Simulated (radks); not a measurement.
The numbers below are computed, except where a source is named.
Ionisation of the iodine ion I3+, [Kr] 4d10 5s2 5p2, to [Kr] 4d10 5s2 5p1 as the strength of local exchange is varied. Level of theory: Dirac Kohn-Sham, Slater X-alpha exchange (alpha = 2/3 is LDA exchange), no correlation, spin-unpolarised, spherical densities, finite nucleus; open shells fill j = l - 1/2 first; Fermi nuclear charge, rms radius 4.75 fm (a radial shooting solver on a logarithmic mesh with Libxc functionals).

[
 {"alpha": "0.667", "E(I3+) (hartree)": "-7105.96564", "exchange (hartree)": "-169.81545", "IE (eV)": "39.326", "-e of the level emptied (eV)": "34.038 (5p1/2)", "<r> of it (bohr)": "2.077"},
 {"alpha": "0.762", "E(I3+) (hartree)": "-7130.19039", "exchange (hartree)": "-194.61386", "IE (eV)": "40.707", "-e of the level emptied (eV)": "35.381 (5p1/2)", "<r> of it (bohr)": "2.045"},
 {"alpha": "0.822", "E(I3+) (hartree)": "-7145.52952", "exchange (hartree)": "-210.35446", "IE (eV)": "41.592", "-e of the level emptied (eV)": "36.243 (5p1/2)", "<r> of it (bohr)": "2.026"},
 {"alpha": "0.854", "E(I3+) (hartree)": "-7153.72283", "exchange (hartree)": "-218.77429", "IE (eV)": "42.067", "-e of the level emptied (eV)": "36.707 (5p1/2)", "<r> of it (bohr)": "2.016"},
 {"alpha": "0.871", "E(I3+) (hartree)": "-7158.07904", "exchange (hartree)": "-223.25434", "IE (eV)": "42.321", "-e of the level emptied (eV)": "36.954 (5p1/2)", "<r> of it (bohr)": "2.011"},
 {"alpha": "0.898", "E(I3+) (hartree)": "-7165.00275", "exchange (hartree)": "-230.37973", "IE (eV)": "42.725", "-e of the level emptied (eV)": "37.349 (5p1/2)", "<r> of it (bohr)": "2.003"},
 {"alpha": "1.014", "E(I3+) (hartree)": "-7194.81908", "exchange (hartree)": "-261.13234", "IE (eV)": "44.485", "-e of the level emptied (eV)": "39.069 (5p1/2)", "<r> of it (bohr)": "1.968"}
]

NIST Atomic Spectra Database: 40.36 eV (measured). The Delta-SCF value meets it near alpha = 0.74. Spin polarisation and multiplet splitting are left out, so open shells lie too high by an amount that depends on their filling.

Beside tabulated values, note that spin-unpolarised runs miss the spin-polarisation part of the exchange energy of open shells.
